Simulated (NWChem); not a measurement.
# CH5Sb; SMILES [SbH2][CH3]

Program: NWChem. Medium grid unless said otherwise, to which SCAN and Minnesota functionals are sensitive. All runs use the structure optimised with PBE0/def2-SVP. def2 effective core potentials on Sb; no spin-orbit coupling. Hybrids' shares of exact exchange are those that their runs print; pure functionals count as 0. The functionals differ in more than this share.

```
row                    share of exact exchange  orbital gap (eV)
---------------------  -----------------------  ----------------
PBE/def2-SVP                              0.00              5.25
B3LYP/def2-SVP                            0.20              6.64
B3PW91/def2-SVP                           0.20              6.75
PBE0/def2-SVP                             0.25              7.05
PW6B95/def2-SVP                           0.28              7.17
MN15/def2-SVP                             0.44              8.15
Hartree-Fock/def2-SVP                     1.00          withheld
```

**Question.** Fit a straight line of the last column on the one before it, predict the withheld value, and compare with the run.

**Answer.** 
1. Means of the 6 shown rows: x = 0.228, y = 6.835. Slope Σ(x − x̄)(y − ȳ)/Σ(x − x̄)² = 0.6702/0.1017 = 6.591; intercept 5.330.
2. The shown rows scatter about the line by 0.069 (root mean square); the largest residual is +0.10, at B3PW91/def2-SVP.
3. At x = 1.00 (Hartree-Fock/def2-SVP; beyond the shown range) the line gives 11.92.
4. The run gives 12.22, +0.30 from the line, 4.4 times the scatter.
